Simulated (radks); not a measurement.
Values are calculated unless marked as measured or tabulated.
Task: These are the eigenvalues of the occupied orbitals of an atom or ion with whole-number occupations (eV). Code: a radial shooting solver on a logarithmic mesh with Libxc functionals. Model: scalar-relativistic Kohn-Sham, PBE, spin-unpolarised, spherical densities, point nucleus.

orbital  eigenvalue
1s        -18849.71
2s        -2672.959
2p        -2391.128
3s        -480.4173
3p        -388.3039
3d        -237.8532
4s         -97.4696
4p         -72.5995
5s         -29.0420

Which element is it, and in what charge state? The configuration may be excited.

Result: Z = 41, niobium, charge +3: Nb3+ in [Kr] 5s2. The list shows which subshells hold electrons but not how many an open one holds; the 1s level, -692.71 hartree, gives Z - s = 37.2 by -(Z - s)^2/2, which with screening and relativity narrows Z to a few neighbours, and the depths of the outer levels then fix element, charge and occupations together.
